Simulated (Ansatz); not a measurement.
Single points on Zn2Cl5⁻.

```yaml
crystal:
  periodic: [false, false, false]
  atoms:
    - {symbol: Zn, position_ang: [0.473072, -0.931525, 0.908774]}
    - {symbol: Zn, position_ang: [-0.472325, 0.930724, -0.909862]}
    - {symbol: Cl, position_ang: [1.164001, 1.374697, 0.802326]}
    - {symbol: Cl, position_ang: [0.671736, -1.109629, -1.485764]}
    - {symbol: Cl, position_ang: [1.222891, -2.408450, 2.359153]}
    - {symbol: Cl, position_ang: [-1.226827, 2.414022, -2.351013]}
    - {symbol: Cl, position_ang: [-1.832548, -0.269840, 0.676386]}
basis:
  gaussian: {orbitals: def2-TZVPD, initial_orbitals: start.molden}
total_charge: -1
hamiltonian: {xc: {name: wB97X-V}}
scf: {omitted_lower_state_checks: [starts]}
output: {orbitals: {seedname: orbitals}}
```

The file start.molden holds the orbitals of an earlier run on this structure, at another level or in another basis.

```sh
$ ansatz run in.yaml --threads 4 --pin off --events-out ev --progress --plain --max-ram 4787MiB
```

Output, abridged:

```
Functional definition: wB97X-V
2489 factors; their error is unknown
441 factors; integrals over basis functions are off by at most 3.9e-5 eV
the host lacks memory for fits, so the integrals are decomposed
2168 factors; integrals over basis functions are off by at most 8.7e-4 eV
441 factors; integrals over basis functions are off by at most 3.9e-5 eV
mean field evaluation 1: about -159448.4164 eV, gradient 6.0e0 eV
mean field evaluation 2: about -159448.5114 eV, gradient 1.1e-1 eV
mean field evaluation 4: about -159448.7026 eV, gradient 8.4e-4 eV
mean field evaluation 8: about -159448.7026 eV, gradient 1.4e-5 eV
mean field -159448.70255258 eV, -5859.6317405949 hartree, gradient 1.6e-5 eV, S^2 0.000000; 0 other end points of the search recorded, 0 dependent functions left out
reference -159448.70254876 eV, -5859.6317404547 hartree; 73, 73 occupied and 259, 259 virtual orbitals, 2168 factors
Total energy: -159448.70254876 eV, -5859.6317404547 hartree
Checks for a lower state left out: starts
```

Run time 21 s (4 threads of INTEL XEON PLATINUM 8581C on a shared host), peak host memory 2 GiB.

As the first input, with `hamiltonian: {xc: r2scan, dispersion: d4}` (abridged; 7.5 s):

```
Functional definition: r2SCAN
mean field -159462.36411167 eV, -5860.1337936312 hartree, gradient 1.2e-5 eV, S^2 0.000000
Total energy: -159462.46136324 eV, -5860.1373675606 hartree
Checks for a lower state left out: starts
```

The first input with `gaussian: {orbitals: STO-3G}`, `hamiltonian: {xc: hf}` (abridged; 0.85 s):

```
Functional definition: HF
mean field evaluation 16: about -157489.6128 eV, gradient 3.5e-1 eV
mean field -157489.61723956 eV, -5787.6366832572 hartree, gradient 3.9e-5 eV, S^2 0.000000
Total energy: -157489.61723956 eV, -5787.6366832572 hartree
Checks for a lower state left out: starts
```

As the first input, with `hamiltonian: {xc: pbe}`, `correlation: {method: rpa, frozen_orbitals: {Cl: 5, Zn: 9}}` and without the key `output` (abridged; 11 s):

```
Functional definition: PBE
mean field -159426.59560103 eV, -5858.8193251101 hartree, gradient 4.0e-6 eV, S^2 0.000000
43 core orbitals not correlated: weight in the atoms' cores, before any rotation towards them, 1.000 or more for the frozen orbitals, at most 0.000 for the correlated occupied ones
Total energy: -159351.47405426 eV, -5856.0586591854 hartree
Checks for a lower state left out: starts
```

First input, but with `correlation: {method: mp2, frozen_orbitals: {Cl: 5, Zn: 9}}` and without the key `hamiltonian` (abridged; 11 s):

```
Functional definition: HF
mean field -159284.88064770 eV, -5853.6113966331 hartree, gradient 2.8e-6 eV, S^2 0.000000
43 core orbitals not correlated: weight in the atoms' cores, before any rotation towards them, 1.000 or more for the frozen orbitals, at most 0.000 for the correlated occupied ones
second order -48.44337085 eV of doubles, -0.00000000 eV of singles
Total energy: -159333.32401855 eV, -5855.3916576757 hartree
Checks for a lower state left out: starts
```

The first input with `hamiltonian: {xc: pbe, dispersion: d4}`, `output: {forces: true, orbitals: {seedname: orbitals}}` (abridged; 5 s):

```
Functional definition: PBE
mean field -159426.59561663 eV, -5858.8193256834 hartree, gradient 2.2e-5 eV, S^2 0.000000
Total energy: -159426.99040842 eV, -5858.8338340141 hartree
Atom 0 force     0.024899    -0.049855     0.051202 eV/Å
Atom 1 force    -0.027138     0.051578    -0.047885 eV/Å
Atom 2 force    -0.061457    -0.065542    -0.034714 eV/Å
Atom 3 force    -0.029112     0.047403     0.064891 eV/Å
Atom 4 force    -0.088420     0.174254    -0.173241 eV/Å
Atom 5 force     0.089558    -0.175271     0.168471 eV/Å
Atom 6 force     0.091670     0.017433    -0.028724 eV/Å
Dipole moment:     0.001317    -0.001457    -0.002025 e Å
Checks for a lower state left out: starts
```

The first input with `hamiltonian: {xc: pbe0, dispersion: d4}` (abridged; 13 s):

```
Functional definition: PBE0
mean field -159432.87018929 eV, -5859.0499119755 hartree, gradient 5.4e-5 eV, S^2 0.000000
Total energy: -159433.21772613 eV, -5859.0626837189 hartree
Checks for a lower state left out: starts
```

Geometry: PBE-D4/def2-SVPD.

Correlated methods freeze 43 core orbitals. At HF/STO-3G the highest occupied level of the charge -1 singlet lies above zero (up to 0.12 eV). In Hartree–Fock with STO-3G the lack of diffuse functions raises the level. The structure comes from a short search, and lower isomers may exist.
